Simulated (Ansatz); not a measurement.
CrO2(NH2)2 (CrN₂O₂H₄). The state is a singlet with charge 0. Geometry B3LYP-D4/def2-SVP; atoms count from 1.

```xyz
9

Cr   -0.223    0.352   -0.456
O    -1.732    0.700   -0.570
O     0.686    0.949   -1.563
N    -0.076   -1.435   -0.546
H    -0.820   -2.068   -0.268
H     0.745   -1.906   -0.915
N     0.357    0.992    1.119
H     1.316    1.286    1.279
H    -0.253    1.129    1.920
```

The restricted singlet is unstable towards broken spin symmetry in Hartree–Fock (as tested in another run); at PBE0-D4/def2-TZVP this wasn't settled.

Estimate the Mulliken populations from the PBE0/def2-TZVP orbitals of Ansatz.


| atom | charge (e) | d electrons |
| --- | --- | --- |
| Cr1 | 1.38 | 4.13 |
| O2 | -0.49 | – |
| O3 | -0.49 | – |
| N4 | -0.70 | – |
| H5 | 0.25 | – |
| H6 | 0.25 | – |
| N7 | -0.70 | – |
| H8 | 0.25 | – |
| H9 | 0.25 | – |
Mulliken values and Mayer orders depend strongly on the basis.

And the Mayer bond orders between bonded heavy atoms (over 0.3)?

Cr1–O2 1.92 (1.55 Å); Cr1–O3 1.92 (1.55 Å); Cr1–N4 0.99 (1.80 Å); Cr1–N7 0.99 (1.80 Å).
